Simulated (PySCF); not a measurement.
**Electronic structure of V (vanadium, neutral) at the M06-L level**

Configuration: [Ar] 3d4 4s1, high-spin 6D determinant (an excited configuration). Calculation: PySCF 2.14, in aug-cc-pVTZ-DK (8s7p5d3f2g, 93 functions); scalar relativity by spin-free X2C-1e.

```json
{
 "Total energy": "-949.114 hartree",
 "One-electron energy": "-1304.670 hartree",
 "Hartree (Coulomb) energy": "401.291 hartree",
 "Exchange-correlation energy": "-45.735 hartree",
 "⟨S²⟩": "8.7506",
 "⟨L²⟩": "6.013",
 "Sum of ⟨r⟩": "20.44 bohr",
 "Sum of ⟨r²⟩": "39.12 bohr²",
 "Traceless quadrupole moment −½Σ⟨3z² − r²⟩ along its main axis": "-1.20 e·bohr²",
 "Langevin diamagnetic susceptibility": "-31.0 ×10⁻⁶ cm³/mol",
 "Time after the integrals": "2.2 s of wall time on 1 thread of AMD EPYC 9B14 (shared host)"
}
```

```json
{"shell": "1s α", "electrons": "1", "mean orbital energy (eV)": "-5375.0", "spread (eV)": "0", "rms radius, mean of both spins (bohr)": "0.0768"}
{"shell": "1s β", "electrons": "1", "mean orbital energy (eV)": "-5374.9", "spread (eV)": "0", "rms radius, mean of both spins (bohr)": "0.0768"}
{"shell": "2s α", "electrons": "1", "mean orbital energy (eV)": "-606.97", "spread (eV)": "0", "rms radius, mean of both spins (bohr)": "0.333"}
{"shell": "2s β", "electrons": "1", "mean orbital energy (eV)": "-605.45", "spread (eV)": "0", "rms radius, mean of both spins (bohr)": "0.333"}
{"shell": "2p α", "electrons": "3", "mean orbital energy (eV)": "-503.71", "spread (eV)": "0.285", "rms radius, mean of both spins (bohr)": "0.304"}
{"shell": "2p β", "electrons": "3", "mean orbital energy (eV)": "-502.56", "spread (eV)": "0.556", "rms radius, mean of both spins (bohr)": "0.304"}
{"shell": "3s α", "electrons": "1", "mean orbital energy (eV)": "-70.122", "spread (eV)": "0", "rms radius, mean of both spins (bohr)": "1.02"}
{"shell": "3s β", "electrons": "1", "mean orbital energy (eV)": "-66.071", "spread (eV)": "0", "rms radius, mean of both spins (bohr)": "1.02"}
{"shell": "3p α", "electrons": "3", "mean orbital energy (eV)": "-42.642", "spread (eV)": "0.017", "rms radius, mean of both spins (bohr)": "1.12"}
{"shell": "3p β", "electrons": "3", "mean orbital energy (eV)": "-38.555", "spread (eV)": "1.282", "rms radius, mean of both spins (bohr)": "1.12"}
{"shell": "4s α", "electrons": "1", "mean orbital energy (eV)": "-4.243", "spread (eV)": "0", "rms radius, mean of both spins (bohr)": "3.67"}
{"shell": "3d α", "electrons": "4", "mean orbital energy (eV)": "-2.916", "spread (eV)": "0.933", "rms radius, mean of both spins (bohr)": "1.95"}
```

Densities and radii are taken from the X2C orbitals without a picture-change correction, which distorts them close to the nucleus.
